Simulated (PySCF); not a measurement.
C₅H₁₀O₂.

```xyz
17

C     -0.8051     0.9672     1.2614
C     -0.0112     0.5727     0.0000
C      1.3628     1.2508     0.0000
C     -0.8051     0.9672    -1.2614
C      0.1865    -0.9430     0.0000
O     -0.9874    -1.6133     0.0000
O      1.2469    -1.5178     0.0000
H     -1.7924     0.4844     1.2784
H     -0.9504     2.0587     1.2823
H     -0.2639     0.6801     2.1768
H      1.2407     2.3450     0.0000
H      1.9468     0.9639     0.8865
H      1.9468     0.9639    -0.8865
H     -1.7924     0.4844    -1.2784
H     -0.2639     0.6801    -2.1768
H     -0.9504     2.0587    -1.2823
H     -0.7635    -2.5595     0.0000
```
Charge 0, spin multiplicity 1.

Coordinates come from a B3LYP-D3(BJ)/def2-SVP optimisation. Other conformers were not sampled.

Level of theory: PySCF with B3LYP/pcSseg-1. Non-relativistic, no solvent.

Computed absolute GIAO shielding of each atom: isotropic value and principal components (ppm):
```csv
atom,σ(iso),σ11,σ22,σ33,span
C1,148.8,129.6,138.0,178.9,49.3
C2,137.3,128.5,128.6,154.9,26.5
C3,150.7,136.9,139.7,175.3,38.4
C4,148.8,129.6,138.0,178.9,49.3
C5,-5.4,-111.4,29.1,66.2,177.6
O6,119.2,-35.6,142.8,250.5,286.1
O7,-109.2,-352.3,-238.2,262.8,615.1
H8,29.7,25.8,28.4,34.8,9.0
H9,30.4,27.2,28.3,35.7,8.6
H10,30.2,26.8,27.8,36.0,9.3
H11,30.7,27.3,28.9,36.0,8.8
H12,29.9,26.8,27.4,35.6,8.9
H13,29.9,26.8,27.4,35.6,8.9
H14,29.7,25.8,28.4,34.8,9.0
H15,30.2,26.8,27.8,36.0,9.3
H16,30.4,27.2,28.3,35.7,8.6
H17,25.9,20.5,23.3,33.8,13.3
```
